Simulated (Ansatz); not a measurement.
Reaction (redistribution): `C[O][Al]([F])[F]` + `C[S][SnH2][CH3]` → `C[O][AlH][F]` + `C[S][SnH]([CH3])[F]`

Program: Ansatz. Geometries: PBE0-D4/def2-TZVP. ΔE: electronic, gas phase. CCSD(T)/CBS adds triple-zeta CCSD(T) − MP2 to the extrapolated MP2 energy (def2 sets, frozen cores). Functionals use def2-TZVPP. Elements past krypton have def2 core potentials. For Sn outer-core shells are correlated without core-valence functions, which leaves a few kJ/mol of doubt a bond. One conformer a species, not always the lowest.

`C[O][Al]([F])[F]`:

Cartesian coordinates in Å:
```
C -0.575 0.361 -1.102
O 0.236 -0.466 -0.313
Al 0.736 -0.520 1.270
F 1.724 -1.723 1.764
F 0.269 0.603 2.369
H -0.997 1.198 -0.535
H -1.401 -0.222 -1.520
H 0.009 0.768 -1.932
```

`C[S][SnH2][CH3]`:

Cartesian coordinates in Å:
```
C 1.927 -0.791 -0.620
S 0.660 -1.852 0.136
Sn -0.733 -0.167 1.126
C -1.584 1.046 -0.416
H 1.506 -0.150 -1.395
H 2.436 -0.181 0.127
H 2.658 -1.455 -1.081
H 0.248 0.790 2.156
H -1.925 -1.006 2.013
H -2.154 0.417 -1.099
H -0.793 1.552 -0.969
H -2.245 1.796 0.021
```

`C[O][AlH][F]`:

Cartesian coordinates in Å:
```
C 0.028 1.013 -0.799
O 0.572 0.121 0.131
Al 0.091 -1.216 1.009
F -1.446 -1.792 0.853
H 0.604 0.980 -1.728
H -1.017 0.783 -1.035
H 0.075 2.034 -0.409
H 1.094 -1.923 1.977
```

`C[S][SnH]([CH3])[F]`:

Cartesian coordinates in Å:
```
C -0.058 -0.933 -1.914
S -0.529 0.821 -1.801
Sn -0.715 1.035 0.560
C 0.938 0.224 1.619
F -2.160 -0.142 1.079
H 0.023 -1.161 -2.976
H 0.908 -1.122 -1.444
H -0.822 -1.574 -1.475
H -1.235 2.610 0.946
H 1.851 0.759 1.358
H 1.044 -0.829 1.360
H 0.754 0.312 2.690
```

```json
{"level": "PBE-D4", "ΔE (kcal/mol)": "21.2", "difference from CCSD(T)/CBS": "-3.1"}
{"level": "r2SCAN-D4", "ΔE (kcal/mol)": "23.3", "difference from CCSD(T)/CBS": "-1.0"}
{"level": "r2SCANh-D4", "ΔE (kcal/mol)": "23.9", "difference from CCSD(T)/CBS": "-0.4"}
{"level": "BHLYP-D4", "ΔE (kcal/mol)": "24.4", "difference from CCSD(T)/CBS": "0.1"}
{"level": "ωB97X-V", "ΔE (kcal/mol)": "22.3", "difference from CCSD(T)/CBS": "-2.0"}
{"level": "B2PLYP", "ΔE (kcal/mol)": "23.9", "difference from CCSD(T)/CBS": "-0.4"}
{"level": "r2SCANh", "ΔE (kcal/mol)": "24.0", "difference from CCSD(T)/CBS": "-0.3"}
{"level": "CCSD(T)/def2-SVP", "ΔE (kcal/mol)": "24.8", "difference from CCSD(T)/CBS": "0.5"}
{"level": "CCSD(T)/def2-TZVPP", "ΔE (kcal/mol)": "25.8", "difference from CCSD(T)/CBS": "1.5"}
{"level": "CCSD/CBS(def2)", "ΔE (kcal/mol)": "24.8", "difference from CCSD(T)/CBS": "0.5"}
{"level": "CCSD(T)/CBS", "ΔE (kcal/mol)": "24.3", "difference from CCSD(T)/CBS": "0"}
```

What do rigid-rotor, harmonic-oscillator terms from PBE0-D4/def2-TZVP frequencies (298.15 K, 1 bar) make of the CCSD(T)/CBS value? (Estimate.)

The calculation gave: ΔZPE = -0.4 kcal/mol, ΔH = +24.1 kcal/mol, ΔS = 5 J/(mol·K), ΔG = +23.7 kcal/mol. Modes under 50 cm⁻¹ make the entropy rough.

Largest T1 diagnostic among the species: 0.013.

From PBE to PBE0 (25 % exact exchange), in def2-TZVPP and without D4, ΔE moves by +2.2 kcal/mol. Leaving LDA and LC-ωPBE aside and taking each functional with its dispersion term where it has one, the values, not all of them listed here, spread over 4.4 kcal/mol, from BLYP-D4 to PBE-QIDH. LDA lies +1.9 kcal/mol from PBE without D4.
